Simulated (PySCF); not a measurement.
Computed IR spectrum (relative IR intensity) of a molecule C5H7F. Coordinates come from a PBE-D3(BJ)/def2-SVP optimisation. One conformer was computed; it need not be the lowest. Method: PBE-D3(BJ)/def2-SVP in PySCF 2.14.0. Frequencies are harmonic and unscaled.

Lines under 2 % of the strongest are left out, and lines within 2 cm⁻¹ are merged.

ν (cm⁻¹): 181 (vw), 300 (vw), 416 (w), 559 (w), 651 (vw), 760 (w), 842 (m), 910 (m), 920 (vw), 945 (m), 1003 (w), 1055 (m), 1111 (vs), 1154 (w), 1175 (w), 1207 (w), 1274 (w), 1318 (s), 1339 (w), 1392 (w), 1398 (vw), 1406 (m), 1677 (w), 2956 (m), 2959 (m), 2975 (s), 3030 (w), 3038 (m), 3072 (w), 3115 (m) (against the strongest line: vs over 80 %, s over 45 %, m over 15 %, w over 4 %, vw less)

**Question.** Pick the molecule that these values belong to.
(A) C=C/C(C)=C\F
(B) C=C1CC(F)C1
(C) C=C/C=C(/C)F
(D) CC1=CC[C@@H]1F

**Answer.** D, CC1=CC[C@@H]1F
